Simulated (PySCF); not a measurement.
Compound: C₆H₁₃PS.
Atom-mapped SMILES: `[CH3:1][C@@H:2]1[CH2:3][CH2:4][P@@H:5](=[S:6])[C@@H:7]1[CH3:8]` (hydrogens: H9, H10, H11 on C1; H12 on C2; H13, H14 on C3; H15, H16 on C4; H17 on P5; H18 on C7; H19, H20, H21 on C8)

The closed-shell ground state was solved at several levels (PySCF, density fitting, gas phase, non-relativistic). The structure is a single PBE0-D3(BJ)/def2-SVP conformer in the gas phase; no vibrational or solvent corrections.

| level | basis functions | total energy (Eh) | HOMO (eV) | LUMO (eV) | gap (eV) | dipole (D) |
| --- | --- | --- | --- | --- | --- | --- |
| B3LYP/pcSseg-1 | 215 | -976.0175 | -6.08 | 0.14 | 6.22 | 5.01 |
| PBE0/pcSseg-1 | 215 | -975.4214 | -6.35 | 0.38 | 6.73 | 5.13 |

Problem. What might PBE0/def2-SVPD (275 basis functions) give for the same quantities?

Solution. Total energy -975.1114 Eh, HOMO -6.38 eV, LUMO 0.13 eV, gap 6.51 eV, dipole 5.21 D.

Problem. Over all these levels, which gives the widest orbital gap and which the narrowest?

Solution. PBE0/pcSseg-1 (global hybrid, 25 % exact exchange) has the widest, 6.73 eV, and B3LYP/pcSseg-1 (global hybrid, 20 % exact exchange) the narrowest, 6.22 eV. The two share the basis. From the narrowest to the widest the HOMO moves by -0.27 eV and the LUMO by +0.24 eV.

Problem. How far do the dipole and the HOMO energy spread over the levels?

Solution. The dipole runs from 5.01 to 5.21 D (mean 5.12 D) and the HOMO from -6.38 to -6.08 eV.
